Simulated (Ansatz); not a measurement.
Adding an electron: [Yb(H2O)6]3+ (YbO6H12³⁺). Charge 3, multiplicity 2. Geometry: PBE-D4/def2-SVP. Ansatz, gas phase; energy differences of separate SCF runs; the reduced species is a singlet (the triplet lies 3.19 eV higher at PBE0-D4/def2-TZVP).

Cartesian coordinates in Å:
```
Yb 0.0019 0.0012 0.0000
O -0.6653 -1.7729 -1.3024
H -0.7229 -1.8245 -2.2864
H -1.0335 -2.6358 -0.9948
O 0.6611 1.7768 1.3034
H 1.0264 2.6415 0.9970
H 0.7164 1.8287 2.2875
O -2.1447 0.8255 0.0081
H -2.9532 0.4370 -0.4038
H -2.4799 1.6165 0.4946
O 2.1464 -0.8286 -0.0091
H 2.4791 -1.6217 -0.4942
H 2.9560 -0.4429 0.4032
O 0.4472 1.2469 -1.8805
H 1.2807 1.2857 -2.4080
H -0.1844 1.8107 -2.3884
O -0.4431 -1.2463 1.8799
H 0.1882 -1.8120 2.3864
H -1.2764 -1.2857 2.4075
```

In the def2 sets Yb takes a core potential; there is no spin–orbit coupling. Correlated methods freeze 10 core orbitals; core or outer-core shells of Yb are correlated, in sets that lack core-valence functions. With an open 4f shell the SCF may have ended on a state above the lowest. No other spin state of charge 3 was run.

| level | −HOMO (eV) | −LUMO (eV) | vertical EA (eV) | HOMO–LUMO gap (eV) | remarks |
| --- | --- | --- | --- | --- | --- |
| PBE-D4/def2-TZVP | 20.72 | 20.40 | 15.02 | 0.32 | restricted, untested (+2 singlet) |
| PBE0-D4/def2-TZVP | 22.91 | 17.21 | 14.22 | 5.70 | – |
| PBE-QIDH/def2-TZVP | – | – | 14.50 | – | test for broken spin undecided (+2 singlet) |

  HOMO and LUMO are the levels of the spin that leaves or enters (xTB has no such levels and no spin-polarisation term). Other spin states of the ions may lie lower, which would lower the ionisation energy or raise the affinity.
